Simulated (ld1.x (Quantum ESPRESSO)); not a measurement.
Ranking TM potentials for P (Z = 15)

All share these settings but for the change named:

| Item | Value |
| --- | --- |
| Element | P (Z = 15) |
| Generator | ld1.x (Quantum ESPRESSO) 7.5 |
| Type | norm-conserving Troullier–Martins (Kleinman–Bylander form) |
| Functional | PBEsol |
| Relativity | scalar-relativistic |
| Frozen core | [Ne] |
| Valence charge | 5 |
| Reference configuration | 3s1.75 3p3.25 |
| Partial waves | 3p (bound): rc 1.35 bohr; 3s (bound): rc 1.25 bohr |
| Local potential | the s channel |
| Core correction | Bessel-smoothed model core inside 0.70 bohr |

Cutoff: the first of the cutoffs (Ry, on a coarse ladder) from which the occupation-weighted sum of valence levels, in a spherical-Bessel basis at the reference potential, stays within 10 and 1 mRy of its value at 400 Ry; the density cutoff is not measured.

The base gives 55 Ry.

Of 8 variants that were run, those that failed, showed a ghost or another fault, or gave nearly equal values are left out.

A variant can come out equal or close to the base.

Question: Rank these variants from softest to hardest (loose cutoff).
A. wave 3p (bound): rc 1.35 bohr becomes 3p (bound): rc 2.06 bohr
B. all radii but the core radius scaled by about 1.31 (s 1.64, p 1.76 bohr)
C. local potential all-electron potential smoothed inside 1.30 bohr (lloc = -1)

Answer: B (21 Ry), A (45 Ry), C (55 Ry).
